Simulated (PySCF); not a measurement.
# Radiative rates from a computed spectrum

C₄H₅F₃.
Cartesian coordinates in Å at the GFN2-xTB level; atoms count from 1:
```
atom  x, y, z in Å
C1     1.5397   -0.3775    0.1322
C2     0.6824    0.8149   -0.0877
C3    -0.6417    0.8379   -0.1583
C4    -1.5038   -0.3770   -0.0235
F5    -2.8052   -0.0717   -0.1285
F6    -1.2594   -1.3108   -0.9648
F7    -1.3591   -1.0068    1.1599
H8     2.2303   -0.4854   -0.7036
H9     0.9661   -1.2926    0.2368
H10    2.1369   -0.2306    1.0313
H11    1.2124    1.7516   -0.1992
H12   -1.1974    1.7474   -0.3207
```

Method: PySCF, TDDFT wB97X-D/def2-SVPD, vertical, gas phase, core orbitals frozen in the response.

Computed singlets with f of 0.002 or more:

| state | ν̃ (cm⁻¹) | f |
| --- | --- | --- |
| S1 | 59060 | 0.427 |
| S2 | 63990 | 0.011 |
| S3 | 64610 | 0.0083 |
| S5 | 72870 | 0.0059 |
| S6 | 75830 | 0.022 |
| S8 | 80550 | 0.052 |

Task: Turn these into Einstein A coefficients, radiative lifetimes, transition dipoles and integrated cross-sections.

Result: For one non-degenerate pair of states in vacuum, A = 0.6670 f ν̃² s⁻¹ with ν̃ in cm⁻¹, τ = 1/A, |μ|² = 3f / (2ΔE) in atomic units, and the integrated cross-section is ∫σ dE = 109.76 f Mb·eV.

```tsv
state	A (s⁻¹)	τ	|μ| (D)	∫σ dE (Mb·eV)
S1	9.9×10⁸	1 ns	3.92	47
S2	2.9×10⁷	34 ns	0.59	1.2
S3	2.3×10⁷	43 ns	0.52	0.91
S5	2.1×10⁷	48 ns	0.41	0.65
S6	8.4×10⁷	12 ns	0.78	2.4
S8	2.3×10⁸	4.4 ns	1.18	5.7
```

Leading configurations: S1 H→L (97%); S2 H→L+1 (48%); S3 H-1→L (54%); S5 H→L+2 (71%); S6 H→L+3 (76%); S8 H→L+7 (47%) (H = HOMO, L = LUMO).

These lifetimes count emission to the ground state at the vertical energy alone; relaxation of the geometry and all other decay channels are left out.

Task: What is the integrated cross-section of all computed states together?

Result: Σf = 0.528 over S1 to S8, so 109.76 × Σf ≈ 57.9 Mb·eV.

Task: Suppose S1 emitted 0.3 eV lower with the same transition dipole. How would A change?

Result: At fixed |μ|, A goes as the cube of the energy: (7.02/7.32)³ = 0.88, which makes τ about 1.1 ns.

Task: How much energy does a mole of photons resonant with S1 carry?

Result: 7.323 eV × 96.485 = 707 kJ/mol (169 kcal/mol).
